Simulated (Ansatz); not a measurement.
Relaxation of the cluster Au₂Br⁺ with RKS r2SCAN-D4/def2-TZVP.

```sh
$ ansatz run in.yaml --threads 4 --pin off --events-out ev --progress --plain --max-ram 3916MiB
```

```yaml
crystal:
  periodic: [false, false, false]
  atoms:
    - {symbol: Au, position_ang: [1.621650, 0.626550, -1.054930]}
    - {symbol: Au, position_ang: [-1.930310, 0.058730, 0.639110]}
    - {symbol: Br, position_ang: [0.308660, -0.685280, 0.415820]}
basis:
  gaussian: {orbitals: def2-TZVP}
total_charge: 1
hamiltonian: {xc: r2scan, dispersion: d4}
scf: {lower_state_search: "off"}
output: {orbitals: {seedname: orbitals}}
relax: {f_tol: 0.02, max_steps: 100}
```

Hardware: 4 threads of Intel Xeon Platinum 8259CL on a shared host. Wall time 17 s.

Positions (Å) and forces (eV/Å) at steps 1, 2, 3, 4, 7, 8, 9, 10, 11 of 11:

```xyz
3
step=1 energy=-77429.1512 eV
Au    1.622    0.627   -1.055   -0.012    0.195   -0.145
Au   -1.930    0.059    0.639   -0.136    0.167   -0.080
Br    0.309   -0.685    0.416    0.148   -0.362    0.225
3
step=2 energy=-77429.1876 eV
Au    1.545    0.654   -1.049   -0.097    0.003    0.032
Au   -1.886    0.105    0.588    0.083    0.031   -0.053
Br    0.341   -0.758    0.460    0.014   -0.034    0.021
3
step=3 energy=-77429.2032 eV
Au    1.431    0.675   -1.024   -0.045   -0.033    0.041
Au   -1.805    0.157    0.519    0.066   -0.015   -0.012
Br    0.374   -0.831    0.505   -0.021    0.048   -0.029
3
step=4 energy=-77429.2050 eV
Au    1.393    0.678   -1.013   -0.008    0.005   -0.001
Au   -1.775    0.172    0.498    0.003    0.006   -0.006
Br    0.382   -0.850    0.516    0.005   -0.011    0.007
3
step=7 energy=-77429.2148 eV
Au    1.203    0.704   -0.966   -0.053    0.008    0.013
Au   -1.632    0.250    0.387    0.039    0.023   -0.031
Br    0.429   -0.954    0.579    0.014   -0.031    0.019
3
step=8 energy=-77429.2164 eV
Au    1.192    0.705   -0.963   -0.059    0.009    0.014
Au   -1.624    0.255    0.380    0.044    0.025   -0.035
Br    0.431   -0.960    0.583    0.016   -0.034    0.021
3
step=9 energy=-77429.2439 eV
Au    1.014    0.723   -0.913    0.086    0.091   -0.100
Au   -1.484    0.323    0.278   -0.150    0.053    0.013
Br    0.470   -1.046    0.635    0.064   -0.143    0.087
3
step=10 energy=-77429.2443 eV
Au    1.048    0.724   -0.926   -0.066   -0.036    0.051
Au   -1.515    0.314    0.296    0.088   -0.012   -0.022
Br    0.467   -1.038    0.630   -0.021    0.048   -0.029
3
step=11 energy=-77429.2459 eV
Au    1.027    0.725   -0.920   -0.002    0.000    0.001
Au   -1.497    0.321    0.284    0.002    0.001   -0.001
Br    0.470   -1.046    0.635    0.000   -0.001    0.001
```

In the def2 sets Au takes a core potential; there is no spin–orbit coupling. The relaxation made no stability test and no search for a lower SCF solution. No other spin state of charge 1 was run. The structure comes from a short search, and lower isomers may exist.
